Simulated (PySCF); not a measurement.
CHF, SMILES [CH]F (connectivity only; charge and spin as stated), neutral, multiplicity 1.

Geometry: B3LYP-D3(BJ)/def2-TZVPD. The isomer is the one that the SMILES or the coordinates give; other isomers of the formula were not compared.

Two levels are set side by side: PBE/def2-TZVPD (PySCF) and r2SCAN/def2-TZVPD (PySCF). Same geometry, gas phase. Differences are taken from unrounded values.

| quantity | r2SCAN | PBE | PBE minus r2SCAN |
|---|---|---|---|
| orbital gap (eV) | 2.25 | 1.59 | -0.65 |
| highest occupied level (eV) | -6.09 | -5.79 | 0.30 |
| lowest empty level (eV) | -3.84 | -4.20 | -0.36 |
| dipole moment (D) | 1.50 | 1.49 | -0.01 |
| mean polarisability (bohr³) | 16.6 | 17.3 | 0.7 |

Rough cost on one machine, each run with all the roots and properties that it gave: r2SCAN against PBE about 4 times.
